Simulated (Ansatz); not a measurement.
Mulliken charges of C₂H₅GeNO (`NC1=[CH][GeH2][O]1`) from ωB97M-V/def2-TZVPP in Ansatz (PBE0-D4/def2-TZVP geometry).

```tsv
atom	x (Å)	y (Å)	z (Å)	charge (e)
N1	-1.023	0.283	-1.591	-0.249
C2	-0.285	0.084	-0.469	0.430
C3	0.357	-1.013	0.024	-0.485
Ge4	0.968	0.109	1.421	0.382
O5	-0.097	1.181	0.304	-0.463
H6	-1.613	1.098	-1.585	0.143
H7	-1.397	-0.530	-2.047	0.135
H8	0.412	-2.018	-0.357	0.100
H9	0.364	0.076	2.836	0.002
H10	2.397	0.678	1.467	0.005
```

By hand: the dipole of these point charges (1 e Å = 4.8032 D).

Σ q r = (0.008, -0.161, 0.059) e Å, of length 0.172 e Å = 0.83 D.

How does the dipole of the full density compare? (An estimate is asked.)

The calculation gave: (-0.188, -0.194, -0.084) e Å, 1.36 D; the point charges give 0.61 times that, at 59° from its direction.

Point charges leave out the atoms' own dipoles, such as those of lone pairs, and Mulliken's split depends on the basis, so the two needn't agree.
